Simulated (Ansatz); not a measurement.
`C[O][In]([CH3])[SH]` → 2 C• + 7 H• + In• + O• + S•  (atomization)

Program: Ansatz. Geometries: PBE0-D4/def2-TZVP. ΔE: electronic, gas phase. CCSD(T)/CBS is the MP2 limit (def2-TZVPP, def2-QZVPP) plus CCSD(T) − MP2 in def2-TZVPP, frozen cores. This one scheme is used for every species, atoms too. DFT in def2-TZVPP. B3LYP here is the variant with VWN-RPA as its local correlation; programs differ in this. No spin–orbit coupling; open shells (•) take unrestricted orbitals. Spin–orbit coupling would lower the free atoms: a little for C, O, S; strongly for In. def2 core potentials past Kr. For In outer-core shells are correlated without core-valence functions, so the limit isn't a true one: a few kJ/mol of doubt a bond, and 10 to 20 or more in all where bonds break to atoms. Each species was taken in one conformer, which may not be the lowest.

CCSD(T)/CBS gives +4102.1 kJ/mol.

(1) Another level gave +4029.5 kJ/mol. Which?
A. r2SCAN/def2-TZVPP
B. PBE/def2-TZVPP
C. r2SCAN0-D4/def2-TZVPP
D. B3LYP/def2-TZVPP

Largest T1 diagnostic among the species: 0.015.

Answers

(1) C. r2SCAN0-D4 4029.5, B3LYP 4023.0, r2SCAN 4089.1, PBE 4122.5 kJ/mol.

From r2SCAN to r2SCAN0 (25 % exact exchange), in def2-TZVPP and without D4, ΔE moves by −66.7 kJ/mol: exact exchange takes away binding that semilocal exchange gives to molecules. The D4 term adds +37.0 kJ/mol with B3LYP and +19.8 kJ/mol with PBE0; it sums over pairs of atoms, weighted by their polarisabilities, and B3LYP, whose exchange is more repulsive, gets the larger term.

For atomizations the MP2-based limit and the directly extrapolated one differ by several kJ/mol either way, and by 10 to 25 for some Ge, Se and Sn compounds, so smaller differences from it don't rank the levels.
